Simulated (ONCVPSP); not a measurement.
## As: excitation energies, all-electron against ONCV

arsenic, optimised norm-conserving Vanderbilt (ONCV), made with ONCVPSP 4.0.1 (PBE, scalar-relativistic). Core [Ne], reference 3s2 3p6 3d10 4s2 (charge +3). Waves: 3s+4s: rc 0.85 bohr, ncon 3, nbas 6, qcut 14.1 1/bohr, 2 projectors; 3p: rc 0.95 bohr, ncon 4, nbas 7, qcut 17.1 1/bohr, 2 projectors, debl 2.6 Ha; 3d: rc 0.60 bohr, ncon 4, nbas 8, qcut 17.4 1/bohr, 1 projector; f scattering state at 0.13 Ha: rc 0.80 bohr, ncon 4, nbas 7, qcut 15.6 1/bohr, 2 projectors, debl 3.2 Ha. Local part: polynomial inside 0.50 bohr (lpopt 5, dvloc0 0 Ha). Core correction: Teter function, fcfact 4.5, rcfact 1.1.

In the p channel the program set the typed energies aside and used -6.177, 0.250 Ha.

Energies are relative to the spin-unpolarised reference configuration 3s2 3p6 3d10 4s2; without spin polarisation the order of configurations can differ from experiment.

```csv
valence configuration,charge,ΔE all-electron (eV),error AE − PS (meV)
3s2 3p6 3d10 4s2 4p3,0,-54.771,+7.0
3s2 3p6 3d10 4s2 4p1,+2,-27.703,+3.4
```

(1) What are ΔE and the potential's error for 3s2 3p6 3d10 4s2 4p2?

(2) What are ΔE and the potential's error for 3s2 3p5 3d10 4s2 4p3?

Answers

(1) ΔE = -45.622 eV all-electron; the error (AE − PS) is +5.8 meV.

(2) ΔE = 89.637 eV all-electron; the error (AE − PS) is -47 meV.
